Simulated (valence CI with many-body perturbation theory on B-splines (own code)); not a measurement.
Results of a calculation; reference values are marked as such.
# Sensitivity of CI+MBPT for Hg³⁹⁺

Method: valence CI with perturbative core correlation (CI+MBPT): five valence electrons over a frozen Dirac-Fock core [Kr], a basis of 6 s, 6 p, 5 d, 5 f, 1 g functions for each j, with the one-electron correlation potential Σ1, the two-electron term Σ2, the three-electron term Σ3, Breit, model QED; selected CI, second order for the rest, scaled by the run's own slope (own B-spline code, finite nucleus).

No measured spectrum was set against this ion. As an estimate, large intervals hold to a few tenths of a per cent, small ones and those within an open d or f shell to about a per cent. Only levels of the ground parity were solved; by the run's estimate the other parity begins above the list, which can be wrong where configurations are misplaced.

The reference run has the lowest level (4d3/2^4 4d5/2) J=5/2 and an ionisation energy of 1840.13 eV. Its largest variational space holds 9998 state functions.

Levels are named by their leading jj configuration (3d3/2^4 stands for four electrons in 3d with j = 3/2), which in mixed levels can hold well under half, so a name can repeat and another be missing. Letters in brackets count levels of one name in rising energy.

```
                      Level  Reference (cm⁻¹)  Shift (cm⁻¹)
(4d3/2^3 4d5/2^2) J=5/2 [a]            172101        +51955
(4d3/2^3 4d5/2^2) J=7/2 [a]            213649        +51151
(4d3/2^3 4d5/2^2) J=3/2 [a]            218676        +51604
   (4d3/2^3 4d5/2^2) J=11/2            222511        +50983
    (4d3/2^3 4d5/2^2) J=9/2            237517        +51820
(4d3/2^3 4d5/2^2) J=5/2 [b]            248409        +52771
    (4d3/2^3 4d5/2^2) J=1/2            258562        +54564
(4d3/2^3 4d5/2^2) J=7/2 [b]            264030        +51912
(4d3/2^3 4d5/2^2) J=3/2 [b]            319627        +55425
(4d3/2^2 4d5/2^3) J=5/2 [a]            383302       +102176
(4d3/2^2 4d5/2^3) J=7/2 [a]            412535       +103477
   (4d3/2^2 4d5/2^3) J=11/2            418272       +103130
```

The ionisation energy moves by -3.22 eV.

Q: Which of these changes was made?
A. screening of Σ1 on → off
B. scale of Σ1 1 → 0.8
C. factor on the speed of light 1 → 0.9
D. hole-hole ladder in Σ2 on → off

A: C. factor on the speed of light 1 → 0.9.
